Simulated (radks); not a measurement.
Species: Pb37+. Configuration: [Kr] 4d9.

Calculated with a radial shooting solver on a logarithmic mesh with Libxc functionals: scalar-relativistic Kohn-Sham, PBEsol, spin-polarised, spherical densities, finite nucleus; open shells are filled with parallel spins first (spin-orbit coupling, left out, can overturn this in heavy ions); Fermi nuclear charge, rms radius 5.5012 fm.

Energy parts (hartree):
part                       energy
total                 -20086.6859
kinetic                22787.1848
electron-nucleus      -47494.0392
Hartree                 4938.3982
exchange-correlation    -318.2297

Orbitals (lengths in bohr, moments of r in powers of bohr):
orbital,occ.,eigenvalue (hartree),<r^4>,<1/r>
1s up,1,-3291.721,3.541e-07,101.2
1s down,1,-3291.719,3.541e-07,101.2
2s up,1,-635.2351,0.00005112,23.77
2s down,1,-635.1926,0.00005112,23.78
2p up,3,-553.1651,0.00004241,20.90
2p down,3,-553.1294,0.00004240,20.90
3s up,1,-194.9641,0.001781,8.868
3s down,1,-194.9409,0.001780,8.868
3p up,3,-171.3610,0.001965,8.035
3p down,3,-171.3357,0.001963,8.036
3d up,5,-147.4922,0.001487,7.534
3d down,5,-147.4561,0.001486,7.533
4s up,1,-82.00977,0.02960,4.118
4s down,1,-81.91875,0.02962,4.117
4p up,3,-73.57731,0.03588,3.780
4p down,3,-73.48806,0.03592,3.779
4d up,5,-64.28061,0.03885,3.514
4d down,4,-64.19096,0.03891,3.514
5s up,0,-44.41803,0.2788,2.270
5s down,0,-44.37699,0.2794,2.269
5p up,0,-40.80263,0.3415,2.116
5p down,0,-40.76540,0.3423,2.114

The highest occupied level is 4d down at -1746.7 eV. The spin density at the nucleus is -11.51 e/bohr^3 (1s -1.74, 2s -11.97, 3s -1.62, 4s 3.83). The electron density at the nucleus is 2.951e+06 e/bohr^3 (large components only).
